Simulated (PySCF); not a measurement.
Isomers of C7H8OS.

All values: PBE0/pcSseg-1 (PySCF) at GFN2-xTB geometries, gas phase, one conformer each.

Question: Rank by the lowest Hirshfeld charge on any atom, lowest value first.
A. `[CH:1]#[C:2][C@@:3]1([CH3:4])[CH2:5][S:6][CH2:7][C:8]1=[O:9]` with C2–C3–C5–S6 74°, C3–C5–S6–C7 32°, C5–S6–C7–C8 -17°, S6–C7–C8–O9 177°
B. `[CH3:1][O:2][c:3]1[cH:4][cH:5][c:6]([SH:7])[cH:8][cH:9]1` with C1–O2–C3–C4 -179°, C5–C6–S7–H 180°
C. `[CH:1]#[C:2][CH2:3][CH2:4][S@:5](=[O:6])[CH2:7][C:8]#[CH:9]` with C2–C3–C4–S5 -162°, C3–C4–S5–O6 37°, C4–S5–C7–C8 -56°

Answer: C (-0.346 e), A (-0.210 e), B (-0.110 e).

Question: Rank by dipole moment, lowest first.
A. `[CH3:1][O:2][c:3]1[cH:4][cH:5][cH:6][c:7]([SH:8])[cH:9]1` with C1–O2–C3–C4 -1°, C6–C7–S8–H 180°
B. `[CH:1]#[C:2][C@@:3]1([CH3:4])[CH2:5][S:6][CH2:7][C:8]1=[O:9]` with C2–C3–C5–S6 74°, C3–C5–S6–C7 32°, C5–S6–C7–C8 -17°, S6–C7–C8–O9 177°
C. `[CH:1]#[C:2][CH2:3][CH2:4][S@:5](=[O:6])[CH2:7][C:8]#[CH:9]` with C2–C3–C4–S5 -162°, C3–C4–S5–O6 37°, C4–S5–C7–C8 -56°
D. `[CH3:1][S@:2](=[O:3])[c:4]1[cH:5][cH:6][cH:7][cH:8][cH:9]1` with C1–S2–C4–C5 -81°
E. `[CH3:1][O:2][c:3]1[cH:4][cH:5][c:6]([SH:7])[cH:8][cH:9]1` with C1–O2–C3–C4 -179°, C5–C6–S7–H 180° (4-methoxybenzenethiol)

Answer: B (1.51 D), A (2.39 D), E (2.67 D), C (3.11 D), D (3.76 D).

Question: Rank by HOMO–LUMO gap, highest first.
A. `[CH3:1][O:2][c:3]1[cH:4][cH:5][cH:6][c:7]([SH:8])[cH:9]1` with C1–O2–C3–C4 -1°, C6–C7–S8–H 180°
B. `[CH:1]#[C:2][CH2:3][CH2:4][S@:5](=[O:6])[CH2:7][C:8]#[CH:9]` with C2–C3–C4–S5 -162°, C3–C4–S5–O6 37°, C4–S5–C7–C8 -56°
C. `[CH3:1][O:2][c:3]1[cH:4][cH:5][c:6]([SH:7])[cH:8][cH:9]1` with C1–O2–C3–C4 -179°, C5–C6–S7–H 180° (4-methoxybenzenethiol)

Answer: B (6.74 eV), A (6.01 eV), C (5.53 eV).

All values together:

| SMILES | μ (D) | HOMO (eV) | LUMO (eV) | lowest IAO charge (e) | highest IAO charge (e) | lowest Hirshfeld charge (e) | highest Hirshfeld charge (e) |
| --- | --- | --- | --- | --- | --- | --- | --- |
| C#CCC[S@](=O)CC#C | 3.11 | -6.96 | -0.22 | -0.892 (O) | +1.087 (S) | -0.346 (O) | +0.352 (S) |
| COc1ccc(S)cc1 | 2.67 | -5.91 | -0.38 | -0.329 (O) | +0.194 (C) | -0.110 (O) | +0.070 (C) |
| C#C[C@@]1(C)CSCC1=O | 1.51 | -6.66 | -1.18 | -0.412 (C) | +0.400 (C) | -0.210 (O) | +0.177 (C) |
| COc1cccc(S)c1 | 2.39 | -6.30 | -0.29 | -0.327 (O) | +0.213 (C) | -0.108 (O) | +0.077 (C) |
| C[S@](=O)c1ccccc1 | 3.76 | -6.74 | -0.79 | -0.904 (O) | +1.110 (S) | -0.354 (O) | +0.341 (S) |

Conformers: `[CH:1]#[C:2][CH2:3][CH2:4][S@:5](=[O:6])[CH2:7][C:8]#[CH:9]` with C2–C3–C4–S5 -162°, C3–C4–S5–O6 37°, C4–S5–C7–C8 -56°; `[CH3:1][O:2][c:3]1[cH:4][cH:5][c:6]([SH:7])[cH:8][cH:9]1` with C1–O2–C3–C4 -179°, C5–C6–S7–H 180°; `[CH:1]#[C:2][C@@:3]1([CH3:4])[CH2:5][S:6][CH2:7][C:8]1=[O:9]` with C2–C3–C5–S6 74°, C3–C5–S6–C7 32°, C5–S6–C7–C8 -17°, S6–C7–C8–O9 177°; `[CH3:1][O:2][c:3]1[cH:4][cH:5][cH:6][c:7]([SH:8])[cH:9]1` with C1–O2–C3–C4 -1°, C6–C7–S8–H 180°; `[CH3:1][S@:2](=[O:3])[c:4]1[cH:5][cH:6][cH:7][cH:8][cH:9]1` with C1–S2–C4–C5 -81°.
